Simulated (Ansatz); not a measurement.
System: N-difluoroboranylpropan-2-amine, C₃H₈BF₂N (charge 0, singlet). SMILES: FB(F)NC(C)C
Coordinates optimised at B3LYP-D3(BJ)/def2-TZVP (Ansatz, a program for electronic structure):
```xyz
15

C     -1.9110    -1.3084     0.2809
C     -1.1738    -0.0060    -0.0240
C     -1.9287     1.2093     0.5105
N      0.1877    -0.0450     0.5074
B      1.3705     0.0298    -0.2211
F      1.3718     0.1513    -1.5533
F      2.5612    -0.0174     0.3877
H     -2.0053    -1.4534     1.3607
H     -2.9167    -1.2941    -0.1428
H     -1.3735    -2.1629    -0.1311
H     -1.0756     0.0934    -1.1062
H     -2.9346     1.2579     0.0899
H     -2.0235     1.1553     1.5986
H     -1.4036     2.1316     0.2606
H      0.2500    -0.1360     1.5104
```

Computed values are from Ansatz. Correlated levels leave the core frozen unless marked. UHF or UKS for open shells. No spin-orbit coupling. Non-relativistic. Basis-set limits of correlation are two-point, X^-3; Hartree-Fock from the larger set.

- atomisation energy De: 6266.2 kJ/mol at CCSD(T)/CBS(cc-pVTZ,cc-pVQZ)
- total energy: -398.2190 Eh at CCSD(T)/CBS(cc-pVTZ,cc-pVQZ)
- dipole moment: 2.93 D at CCSD(T)/aug-cc-pVDZ
- T1 diagnostic: 0.010 at CCSD/cc-pVQZ
